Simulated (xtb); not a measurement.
Cl2Zn, triplet, from a rough starting geometry (GFN-xTB shapes and energies of metal compounds can be far from the true ones) (a higher spin typed on purpose: for a closed-shell molecule this is an excited state); GFN2-xTB (xtb).

xtb was given this input:
```
$ xtb mol.xyz --gfn 2 --uhf 2 --opt vtight --json

# file mol.xyz
3

Zn     0.06247861     0.05620195    -0.02533997
Cl     1.53912814     0.35704465    -1.44170161
Cl    -1.51509008    -0.36584800     1.39913416
```

The log (banner, timings and long lists left out):

```
   ID    Z sym.   atoms
    1   30 Zn     1
    2   17 Cl     2, 3

           -------------------------------------------------
          |                Calculation Setup                |
           -------------------------------------------------

           -------------------------------------------------
          |                 G F N 2 - x T B                 |
           -------------------------------------------------

          ...................................................
          :                      SETUP                      :
          :.................................................:
          :  # basis functions                  24          :
          :  # atomic orbitals                  22          :
          :  # shells                            8          :
          :  # electrons                        16          :
          :  max. iterations                   250          :
          :  Hamiltonian                  GFN2-xTB          :
          :  restarted?                      false          :
          :  GBSA solvation                  false          :
          :  PC potential                    false          :
          :  electronic temp.          300.0000000     K    :
          :  accuracy                    1.0000000          :
          :  -> integral cutoff          0.2500000E+02      :
          :  -> integral neglect         0.1000000E-07      :
          :  -> SCF convergence          0.1000000E-05 Eh   :
          :  -> wf. convergence          0.1000000E-03 e    :
          :  Broyden damping             0.4000000          :
          :  net charge                          0          :
          :  unpaired electrons                  2          :
          ...................................................

 iter      E             dE          RMSdq      gap      omega  full diag
   1     -9.5012639 -0.950126E+01  0.737E+00    3.26       0.0  T
   2     -9.4823865  0.188775E-01  0.478E+00    3.98       1.0  T
   3     -9.4643846  0.180019E-01  0.582E+00    4.13       1.0  T
   4     -9.4901148 -0.257302E-01  0.420E+00    4.29       1.0  T
   5     -9.4726444  0.174705E-01  0.480E+00    4.43       1.0  T
   6     -9.5293201 -0.566758E-01  0.726E-01    4.45       1.0  T
   7     -9.5275214  0.179870E-02  0.979E-01    4.50       1.0  T
   8     -9.5254426  0.207885E-02  0.132E+00    4.49       1.0  T
   9     -9.5297729 -0.433030E-02  0.214E-01    4.49       1.0  T
  10     -9.5298912 -0.118321E-03  0.166E-02    4.48       3.5  T
  11     -9.5298805  0.107040E-04  0.667E-02    4.48       1.0  T
  12     -9.5298910 -0.105051E-04  0.169E-02    4.48       3.4  T
  13     -9.5298846  0.645156E-05  0.526E-02    4.48       1.1  T
  14     -9.5298903 -0.574409E-05  0.236E-02    4.48       2.4  T
  15     -9.5298917 -0.135844E-05  0.624E-03    4.48       9.2  T
  16     -9.5298917 -0.764791E-07  0.291E-03    4.48      19.9  T
  17     -9.5298918 -0.201847E-07  0.726E-04    4.48      79.6  T
  18     -9.5298918 -0.134940E-08  0.654E-05    4.48     882.1  T

   *** convergence criteria satisfied after 18 iterations ***

 transition dipole moment (au) for excitation:           8           9
     X       Y       Z
  -0.0006  -0.0033  -0.0022  total (au/Debye):    0.004   0.010
 dE (eV)             :    5.719
 oscillator strength :  0.32313E-05

         :::::::::::::::::::::::::::::::::::::::::::::::::::::
         ::                     SUMMARY                     ::
         :::::::::::::::::::::::::::::::::::::::::::::::::::::
         :: total energy              -9.525787344343 Eh    ::
         :: gradient norm              0.134083784899 Eh/a0 ::
         :: HOMO-LUMO gap              4.482110576024 eV    ::
         ::.................................................::
         :: SCC energy                -9.529891896818 Eh    ::
         :: -> isotropic ES            0.029087442041 Eh    ::
         :: -> anisotropic ES          0.001325033436 Eh    ::
         :: -> anisotropic XC         -0.004925256515 Eh    ::
         :: -> dispersion             -0.001717723204 Eh    ::
         :: repulsion energy           0.004104552475 Eh    ::
         :: add. restraining           0.000000000000 Eh    ::
         :: total charge               0.000000000000 e     ::
         :::::::::::::::::::::::::::::::::::::::::::::::::::::

      -----------------------------------------------------------
     |                   =====================                   |
     |                        A N C O P T                        |
     |                   =====================                   |
     |               Approximate Normal Coordinate               |
     |                Rational Function Optimizer                |
      -----------------------------------------------------------
      -----------------------------------------------------------
     |                   =====================                   |
     |                        A N C O P T                        |
     |                   =====================                   |
     |               Approximate Normal Coordinate               |
     |                Rational Function Optimizer                |
      -----------------------------------------------------------

          ...................................................
          :                      SETUP                      :
          :.................................................:
          :   optimization level         verytight          :
          :   max. optcycles                   200          :
          :   ANC micro-cycles                  20          :
          :   degrees of freedom                 3          :
          :.................................................:
          :   RF solver                   davidson          :
          :   write xtbopt.log                true          :
          :   linear?                        false          :
[...]
 * total energy  :    -9.6162905 Eh     change       -0.3144952E-02 Eh
 * total energy  :    -9.6199777 Eh     change       -0.3687235E-02 Eh
 * total energy  :    -9.6256275 Eh     change       -0.5649749E-02 Eh
 * total energy  :    -9.6140123 Eh     change        0.1161513E-01 Eh
 * total energy  :    -9.6277738 Eh     change       -0.1376149E-01 Eh
 * total energy  :    -9.6286344 Eh     change       -0.8605326E-03 Eh
 * total energy  :    -9.6286765 Eh     change       -0.4214870E-04 Eh
 * total energy  :    -9.6287732 Eh     change       -0.9667870E-04 Eh
 * total energy  :    -9.6288422 Eh     change       -0.6901473E-04 Eh
 * total energy  :    -9.6288683 Eh     change       -0.2615152E-04 Eh
 * total energy  :    -9.6288708 Eh     change       -0.2493281E-05 Eh
 * total energy  :    -9.6288710 Eh     change       -0.2004393E-06 Eh
 * total energy  :    -9.6288711 Eh     change       -0.1355361E-07 Eh
   *** GEOMETRY OPTIMIZATION CONVERGED AFTER 21 ITERATIONS ***
[...]
          :  -> integral neglect         0.1000000E-07      :
          :  -> SCF convergence          0.1000000E-05 Eh   :
          :  -> wf. convergence          0.1000000E-03 e    :
          :  Broyden damping             0.4000000          :
          :  net charge                          0          :
          :  unpaired electrons                  2          :
          ...................................................

 iter      E             dE          RMSdq      gap      omega  full diag
   1     -9.6291591 -0.962916E+01  0.129E-04    7.13       0.0  T
   2     -9.6291591 -0.112870E-10  0.113E-04    7.13     510.6  T
   3     -9.6291591 -0.101466E-10  0.947E-05    7.13     609.8  T

   *** convergence criteria satisfied after 3 iterations ***

 transition dipole moment (au) for excitation:           8           9
     X       Y       Z
   0.2994   0.0690  -0.2800  total (au/Debye):    0.416   1.057
 dE (eV)             :    0.828
 oscillator strength :  0.49574E-02

         :::::::::::::::::::::::::::::::::::::::::::::::::::::
         ::                     SUMMARY                     ::
         :::::::::::::::::::::::::::::::::::::::::::::::::::::
         :: total energy              -9.628871056897 Eh    ::
         :: gradient norm              0.000000952821 Eh/a0 ::
         :: HOMO-LUMO gap              7.125996486536 eV    ::
         ::.................................................::
         :: SCC energy                -9.629159030413 Eh    ::
         :: -> isotropic ES            0.031154108679 Eh    ::
         :: -> anisotropic ES         -0.000308312516 Eh    ::
         :: -> anisotropic XC          0.000842908507 Eh    ::
         :: -> dispersion             -0.002026071732 Eh    ::
         :: repulsion energy           0.000287973516 Eh    ::
         :: add. restraining           0.000000000000 Eh    ::
         :: total charge               0.000000000007 e     ::
         :::::::::::::::::::::::::::::::::::::::::::::::::::::

           -------------------------------------------------
          |                Property Printout                |
           -------------------------------------------------

    * Orbital Energies and Occupations

         #    Occupation            Energy/Eh            Energy/eV
      -------------------------------------------------------------
         1        2.0000           -1.0740195             -29.2256
         2        2.0000           -1.0640146             -28.9533
         3        2.0000           -0.5044374             -13.7264
         4        2.0000           -0.4707028             -12.8085
         5        2.0000           -0.4563834             -12.4188
         6        2.0000           -0.4493669             -12.2279
         7        2.0000           -0.4397789             -11.9670
         8        1.0000           -0.4101718             -11.1613
         9        1.0000           -0.3797449             -10.3334 (HOMO)
        10                         -0.1178694              -3.2074 (LUMO)
        11                          0.0015071               0.0410
        12                          0.0019161               0.0521
        13                          0.0030611               0.0833
        14                          0.0034041               0.0926
        15                          0.0040447               0.1101
        16                          0.0043119               0.1173
        17                          0.0050306               0.1369
        18                          0.0052693               0.1434
        19                          0.0059819               0.1628
        20                          0.0094655               0.2576
       ...                                ...                  ...
        22                          0.3601606               9.8005
      -------------------------------------------------------------
                  HL-Gap            0.2618756 Eh            7.1260 eV
             Fermi-level           -0.3368912 Eh           -9.1673 eV

     #   Z          covCN         q      C6AA      α(0)
     1  30 Zn       1.408     0.258   122.118    21.587
     2  17 Cl       1.164    -0.129   103.210    15.543
     3  17 Cl       1.164    -0.129   103.210    15.543

 Mol. C6AA /au·bohr⁶  :        973.170824
 Mol. C8AA /au·bohr⁸  :      51742.050285
 Mol. α(0) /au        :         52.672427

Wiberg/Mayer (AO) data.
largest (>0.10) Wiberg bond orders for each atom

 ---------------------------------------------------------------------------
     #   Z sym  total        # sym  WBO       # sym  WBO       # sym  WBO
 ---------------------------------------------------------------------------
     1  30 Zn   1.092 --     3 Cl   0.546     2 Cl   0.546
     2  17 Cl   1.084 --     1 Zn   0.546     3 Cl   0.538
     3  17 Cl   1.084 --     1 Zn   0.546     2 Cl   0.538
 ---------------------------------------------------------------------------

Topologies differ in total number of bonds
Writing topology from bond orders to xtbtopo.mol

molecular dipole:
                 x           y           z       tot (Debye)
 q only:        0.241       0.840       0.465
   full:        0.201       0.700       0.388       2.097
molecular quadrupole (traceless):
                xx          xy          yy          xz          yz          zz
 q only:       -0.952       0.180       1.538       1.426       0.997      -0.586
  q+dip:       -0.597      -0.214       1.042       1.446       0.415      -0.445
   full:       -0.104      -0.518       0.335       1.132      -0.261      -0.231

optimized geometry written to: xtbopt.xyz

           -------------------------------------------------
          | TOTAL ENERGY               -9.628871056897 Eh   |
          | GRADIENT NORM               0.000000952821 Eh/α |
          | HOMO-LUMO GAP               7.125996486536 eV   |
           -------------------------------------------------

normal termination of xtb
```
